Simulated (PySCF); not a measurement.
# What the low excited states add to the polarisability

Species: C6H8SSi.
Geometry (GFN2-xTB, Å), atoms numbered from 1 in this order:
```
atom  x, y, z in Å
Si1    3.1089    0.4723    0.1950
S2     1.7830   -1.2214    0.1216
C3     0.2449   -0.4464   -0.1276
C4    -0.2038    0.8023   -0.2854
C5    -1.6528    0.3752   -0.3624
C6    -2.3107    0.1818    0.9871
C7    -1.8572   -1.0576    1.1440
C8    -1.1286   -1.0797   -0.1794
H9     4.4024   -0.1624    0.3759
H10    2.9994    1.1919   -1.0671
H11    2.7138    1.3055    1.3230
H12    0.2511    1.7741   -0.2937
H13   -2.2517    0.6988   -1.2059
H14   -2.8904    0.8601    1.5844
H15   -1.9114   -1.7950    1.9219
H16   -1.3044   -1.8906   -0.8753
```

Level of theory: TDDFT CAM-B3LYP/def2-SVPD, vertical, gas phase, core orbitals frozen in the response in PySCF 2.14.0, density-fitted response routines.

Excitation energies and transition dipoles (atomic units, axes of the coordinates) of those of the lowest 8 singlets that add 0.02 au or more to the mean polarisability:

```tsv
state	ΔE (hartree)	μx	μy	μz
S1	0.1869	-0.639	0.216	0.029
S2	0.1993	-0.209	0.060	-0.215
S3	0.2153	-0.113	0.054	0.071
S4	0.2209	0.303	-0.371	-0.035
S5	0.2353	-0.582	0.408	-0.228
S6	0.2356	-0.515	0.269	-0.061
S7	0.2427	-0.026	-0.112	-0.013
S8	0.2543	-0.277	-0.060	0.149
```

Question: What does each state add to αxx, αyy and αzz, and how do the sums compare with the full static tensor?

Answer: Each state adds 2 μα² / ΔE.

| state | αxx (au) | αyy (au) | αzz (au) |
| --- | --- | --- | --- |
| S1 | 4.37 | 0.50 | 0.01 |
| S2 | 0.44 | 0.04 | 0.46 |
| S3 | 0.12 | 0.03 | 0.05 |
| S4 | 0.83 | 1.25 | 0.01 |
| S5 | 2.88 | 1.42 | 0.44 |
| S6 | 2.25 | 0.61 | 0.03 |
| S7 | 0.01 | 0.10 | 0.00 |
| S8 | 0.60 | 0.03 | 0.18 |
| all 8 states | 11.5 | 4.0 | 1.2 |
| full response | 135.7 | 106.1 | 86.8 |
| share (%) | 8 | 4 | 1 |

The rest comes from the higher roots of the same response equations.

Question: Give the full tensor and its principal values.

Answer: In au, rows and columns x, y, z:
```
x   135.7  -1.9  -2.8
y    -1.9 106.1  -3.7
z    -2.8  -3.7  86.8
```
Principal values 85.9, 106.7 and 136.0 au; mean 109.5 au (16.23 Å³).

Question: By how much does the contribution of these states grow at 1064 nm?

Answer: With ω = 0.0428 hartree each state's term in the mean polarisability goes from f / ΔE² to f / (ΔE² − ω²), f = (2/3) ΔE |μ|²; the sum over all 8 states goes from 5.55 to 5.78 au, a rise of 0.23 au.

A one-level model with all 42 active electrons at a single energy would need ΔE = √(N/α) = 16.8 eV to give this α, against S1 at 5.09 eV.

One conformer stands for the species.
